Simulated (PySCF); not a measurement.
**Relaxation of singlet Cs₂Cl⁺**

Computed with PBE0 in PySCF with Cl def2-TZVP, Cs def2-TZVP with ECP46; scalar-relativistic core potentials, no spin–orbit coupling; density-fitted integrals. A (50,194) grid was used.

A hand-made linear start, of D∞h symmetry, held to at least that symmetry:

Coordinates in bohr (charge 1 multiplicity 1):
```
Cl    0.0000    0.0000    0.0000
Cs    0.0000    0.0000    6.1299
Cs    0.0000    0.0000   -6.1299
```

(1) What does it relax to?

(2) How much energy is released, and in how many steps?

## Answers

(1) It ends at D∞h with Cl–Cs 3.096 Å (×2); Cs–Cl–Cs 180.0° (after a last refinement on a finer grid). A frequency run shows a minimum. Other isomers or separated fragments may lie lower.

(2) 4.6 kJ/mol in 5 steps.

The relaxation took 9.9 s on 2 threads of a shared Arm Neoverse V2 host, with 95 basis functions and 7 gradients; the process peaked at 0.53 GiB.
